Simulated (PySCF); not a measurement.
## Which orbitals make which state

Compound: C2H7B2NO2.
Geometry (PBE0-D3(BJ)/def2-SVP, Å), atoms numbered from 1 in this order:
```
atom  x, y, z in Å
B1     2.861    0.916   -0.248
N2     1.582    0.106   -0.003
C3     0.625   -0.506    0.183
C4    -0.604   -1.229    0.406
B5    -1.858   -0.301    0.050
O6    -2.206   -0.225   -1.255
O7    -2.460    0.327    1.087
H8     2.544    1.836   -0.992
H9     3.659    0.145   -0.764
H10    3.228    1.306    0.854
H11   -0.646   -1.540    1.462
H12   -0.606   -2.127   -0.231
H13   -2.935    0.365   -1.472
H14   -3.193    0.911    0.869
```

Computed with TDDFT PBE0/def2-SVPD, vertical, gas phase, core orbitals frozen in the response (PySCF 2.14.0, density-fitted response routines).

Orbital energies (eV): HOMO-3 -10.63, HOMO-2 -10.39, HOMO-1 -7.38, HOMO -7.35, LUMO -0.96, LUMO+1 -0.55, LUMO+2 -0.15.

Computed singlets:

```csv
state,E (eV),f
S1,5.59,0.0006
S2,5.73,0.026
S3,5.76,0.0051
S4,5.80,0.0058
S5,5.81,0.0005
S6,6.55,0.439
S7,7.04,0.0085
S8,7.06,0.010
S9,7.19,0.0015
S10,7.31,0.214
```

Q: Assign a leading configuration to S1, S2, S3, S4, S5 and S6 and set E beside the orbital difference Δε.

A: 

```csv
state,leading configuration,weight,Δε (eV),E (eV),E − Δε (eV),f,other configurations
S1,HOMO-1→LUMO+1,0.80,6.83,5.59,-1.25,0.0006,H→L+2 (14%)
S2,HOMO→LUMO+1,0.69,6.80,5.73,-1.07,0.026,H-1→L+2 (28%)
S3,HOMO→LUMO,0.94,6.39,5.76,-0.64,0.0051,–
S4,HOMO→LUMO+2,0.84,7.20,5.80,-1.40,0.0058,H-1→L+1 (14%)
S5,HOMO-1→LUMO,0.93,6.42,5.81,-0.61,0.0005,–
S6,HOMO-1→LUMO+2,0.60,7.23,6.55,-0.68,0.439,H→L+1 (28%)
```

E − Δε runs from -1.40 to -0.61 eV. By orbital difference alone the order would be S3, S5, S2, S1, S4, S6.

H and L stand for HOMO and LUMO. The other states: S7 7.04 eV, f 0.0085, H→L+3 (80%), H→L+5 (10%); S8 7.06 eV, f 0.010, H-1→L+3 (56%), H-1→L+5 (29%), H-1→L+4 (9%); S9 7.19 eV, f 0.0015, H-1→L+5 (40%), H-1→L+3 (39%), H-1→L+4 (14%); S10 7.31 eV, f 0.214, H→L+5 (56%), H→L+4 (20%), H→L+3 (14%).

Triplets, Tamm–Dancoff:

| state | E (eV) | λ (nm) | main configurations (H = HOMO, L = LUMO) |
| --- | --- | --- | --- |
| T1 | 5.03 | 246.6 | H→L+1 (59%), H-1→L+2 (25%) |
| T2 | 5.31 | 233.6 | H-1→L+1 (57%), H→L+2 (32%) |
| T3 | 5.32 | 232.9 | H-1→L+2 (66%), H→L+1 (26%) |
| T4 | 5.62 | 220.5 | H→L+2 (64%), H-1→L+1 (33%) |

Summed over the main configurations (up to three a state, each over 8%) of all 10 singlets, the electron leaves HOMO with weight 4.68 and HOMO-1 with weight 4.63.

One conformer stands for the species.
